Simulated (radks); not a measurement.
Values are calculated unless marked as measured or tabulated.
The promethium ion Pm2+ inside a hard spherical wall (all orbitals vanish at R), configuration held at [Xe] 4f5 and not refilled when levels cross. Code: a radial shooting solver on a logarithmic mesh with Libxc functionals. Model: scalar-relativistic Kohn-Sham, LDA (Slater exchange, VWN5 correlation), spin-polarised, spherical densities, point nucleus; open shells are filled with parallel spins first (spin-orbit coupling, left out, can overturn this in heavy ions). Eigenvalues in eV for spin up, with the zero of energy where the potential of the charges vanishes at infinity; a dash marks a level that is unbound or too diffuse for the functional's potential to be trusted. A positive occupied level is held by the wall or, in an anion where self-interaction has pushed it up, behind a barrier. The pressure on the wall is -dE/dV.

R (bohr)  E (hartree)  kinetic (hartree)    e(4d)    e(5s)    e(5p)    e(4f)  e(5d, empty)  e(6s, empty)  pressure (GPa)
free      -10013.0536          10677.985  -136.93  -56.076  -36.581  -16.539       -14.039       -13.724               0
20        -10013.0536          10677.985  -136.93  -56.076  -36.581  -16.539       -14.039       -13.724        < 0.0001
15        -10013.0536          10677.985  -136.93  -56.076  -36.581  -16.539       -14.039       -13.724        < 0.0001
12        -10013.0536          10677.985  -136.93  -56.076  -36.581  -16.539       -14.039       -13.724        < 0.0001
8         -10013.0536          10677.985  -136.93  -56.075  -36.580  -16.538       -14.032       -13.673        0.000752
4         -10012.9874          10678.558  -135.41  -54.967  -35.443  -15.103       -11.034        -3.900            23.5
2         -10003.0942          10722.584  -93.685  -10.540   18.016   27.002        64.566        179.69           15800
